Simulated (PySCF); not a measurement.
Calculated properties of `C[C@H]1C[Si@@H](C)C1`

C5H12Si.
Structure used (PBE0-D3(BJ)/def2-SVP), in Å, numbered top down from 1:
```xyz
18
C5H12Si angstrom
C      2.3803   -0.6629   -0.1015
C      1.1403    0.1324   -0.4675
C     -0.0645   -0.6883   -1.0110
Si    -1.1871    0.6160   -0.2178
C     -2.7199    0.0992    0.7324
C      0.4487    0.8996    0.6960
H      3.1726   -0.0102    0.2988
H      2.7884   -1.1956   -0.9754
H      2.1442   -1.4152    0.6694
H      1.4137    0.8742   -1.2396
H     -0.0624   -0.9042   -2.0888
H     -0.1504   -1.6459   -0.4670
H     -1.5252    1.7353   -1.1555
H     -3.1187    0.9441    1.3162
H     -2.4897   -0.7207    1.4299
H     -3.5137   -0.2426    0.0499
H      0.8421    1.9012    0.9211
H      0.4802    0.2989    1.6223
```

Structural features include: Si–H bond and C–Si bond.

**PBE0-D3(BJ)/def2-SVP geometry optimisation, gas phase (PySCF)**

```yaml
Point_group: Cs
Rotational_constants_A_B_C: 6.392, 1.649, 1.538 GHz
```

CAM-B3LYP/def2-SVPD ground state, ΔSCF and vertical TDDFT (core frozen in the response) (PySCF):

```yaml
Dipole_moment: 0.50 D
HOMO_energy: -8.93 eV
LUMO_energy: 1.33 eV
HOMO–LUMO_gap: 10.26 eV
Lowest_singlet_excitation: 7.50 eV (165 nm, f = 0.053)
Strongest_line_among_the_10_lowest_singlet_transitions: S7 at 8.11 eV (153 nm, f = 0.143)
Lowest_triplet_excitation_Tamm–Dancoff: 7.17 eV
Static_isotropic_polarisability: 85.9 au
Vertical_ionisation_energy: 9.58 eV
Electronic_spatial_extent_⟨r²⟩_about_the_centre_of_nuclear_charge: 903 bohr²
```

KT3/pcSseg-1 ground state and GIAO shieldings, non-relativistic (PySCF):

```yaml
13C_chemical_shifts_computed_TMS_as_zero_by_class: 34.5 (C2), 29.5 (C1), 23.6 (C3/C6), 0.0 (C5) ppm
1H_chemical_shifts_computed_TMS_as_zero_by_class: 4.57 (H13), 2.36 (H10), 1.31 (H11/H17), 1.17 (H7/H8/H9), 0.61 (H12/H18), 0.33 (H14/H15/H16) ppm
Isotropic_shieldings_of_nuclei_other_than_C_and_H_by_class: 381 (Si4) ppm
```

Monoisotopic mass (most abundant isotopes): 100.0708 u.

S1 lies 2.76 eV below the HOMO–LUMO gap; its leading configuration is HOMO→LUMO, weight 0.83. In atomic units the dipole is 0.20 e·bohr (1 au = 2.5417 D). The principal polarisabilities are 77.0, 78.5 and 102.1 au; their mean is the isotropic value. The rotational constants make it an asymmetric top with κ = (2B − A − C)/(A − C) = -0.95, nearer the prolate limit (−1).

 NMR classes are plain means over equivalent atoms (diastereotopic ones count apart unless rotation or inversion swaps them), as if these changed places fast; in this geometry the members of some classes differ.

For the NMR shielding job (KT3/pcSseg-1), the run took 30 s wall on one thread of an Arm Neoverse V1 (shared host), and the process peaked at 0.71 GiB of memory.

One conformer stands for the species.
